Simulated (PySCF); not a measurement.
# How methods differ on the ionisation energy of Sm⁴⁵⁺

Sm⁴⁵⁺ [Ne] 3s2 3p5 (2P) → Sm⁴⁶⁺ [Ne] 3s2 3p4 (3P), as a difference of total energies. Computed with PySCF 2.14 in an uncontracted even-tempered set (18 s from 9.2 bohr⁻², ratio 2.5; 12 p from 12 bohr⁻², ratio 2.5; 4 d from 52 bohr⁻², ratio 2.7; 4 f from 77 bohr⁻², ratio 2.7), with scalar relativity by spin-free X2C-1e. Correlated levels: outer shells: 1s2 frozen; virtual orbitals above 40 to 60 times the deepest correlated orbital energy dropped. The calculations carry no spin-orbit coupling.

```json
{"method": "UHF", "ionisation energy (eV)": "3812.9"}
{"method": "LDA", "ionisation energy (eV)": "3815.0"}
{"method": "PBE", "ionisation energy (eV)": "3815.6"}
{"method": "PBE0", "ionisation energy (eV)": "3815.4"}
{"method": "r2SCAN", "ionisation energy (eV)": "3815.8"}
{"method": "M06-L", "ionisation energy (eV)": "3814.8"}
{"method": "MP2 (outer shells)", "ionisation energy (eV)": "3814.0"}
```

Question: Estimate what SCS-MP2 (outer shells) gives.

Answer: 3813.9 eV, closest to MP2 (outer shells) among the rows shown.

Question: Estimate what PBEsol gives.

Answer: 3814.9 eV, closest to M06-L among the rows shown.

Spin-orbit coupling is strong in these open shells (close to jj coupling). The scalar numbers leave it out and a first-order estimate fails, so it can dominate the gap to the real levels.

Breit and QED terms and the two-electron picture change are absent.

For comparison: 3766 ± 4 eV (theoretical estimate listed by NIST; NIST Atomic Spectra Database, ionization energies).
